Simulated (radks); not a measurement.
The nuclear charge of the palladium ion Pd+ is varied continuously with 45 electrons held in [Kr] 4d9. Method: scalar-relativistic Kohn-Sham, PBE, spin-polarised, spherical densities, point nucleus; open shells are filled with parallel spins first (spin-orbit coupling, left out, can overturn this in heavy ions); computed with a radial shooting solver on a logarithmic mesh with Libxc functionals. By the Hellmann-Feynman theorem dE/dZ = E(electron-nucleus)/Z, the electronic potential at the nucleus. The scalar-relativistic energy here is not variational (the density holds large components alone), so the two differ by a part that grows with Z.

| Z | E (hartree) | E(electron-nucleus)/Z (hartree) | HOMO | e(HOMO) (eV) | <r> HOMO (bohr) |
|---|---|---|---|---|---|
| 45 | -4784.15471 | -256.728 | 4d | -3.283 | 1.714 |
| 45.5 | -4913.86059 | -260.698 | 4d | -8.304 | 1.572 |
| 46 | -5045.56258 | -264.657 | 4d | -14.265 | 1.467 |
| 46.5 | -5179.25738 | -268.612 | 4d | -21.028 | 1.383 |
| 47 | -5314.94388 | -272.565 | 4d | -28.508 | 1.312 |

The central difference of E at Z = 46 is -265.397 hartree, to compare with the third column; the second derivative is -7.97 hartree.
